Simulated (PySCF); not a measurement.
B(CCH)(Cl)(H) (C₂H₂BCl), SMILES B(C#C)Cl. Atoms are numbered in the order given.

```xyz
6

B     -0.7751    -0.0679     0.0000
C     -0.1643     1.3153     0.0000
C      0.3051     2.4406     0.0000
H      0.7231     3.4311     0.0000
Cl     0.2513    -1.4935     0.0000
H     -1.9641    -0.2370     0.0000
```

Geometry optimised at B3LYP-D3(BJ)/def2-SVP.

Calculation: PBE0/pcJ-1 in PySCF.

Isotropic couplings with Fermi-contact, spin-dipole and both spin-orbit terms, one fixed conformer, no vibrational averaging. Isotopes: 11B, 13C, 1H.

```
pair   bonds apart  J (Hz)
-----  -----------  ------
B1–C2            1   109.9
B1–H6            1     ___
C2–C3            1   172.7
C3–H4            1     ___
B1–C3            2    22.8
C2–H4            2     ___
C2–H6            2    11.6
B1–H4            3     ___
C3–H6            3     4.0
H4–H6            4    -1.5
```

Q: What belongs in the gaps? (An estimate is asked for; the answer gives what the named calculation found.)

A: 
- B1–H6, J (Hz): 169.1
- C3–H4, J (Hz): 254.7
- C2–H4, J (Hz): 44.8
- B1–H4, J (Hz): 4.7
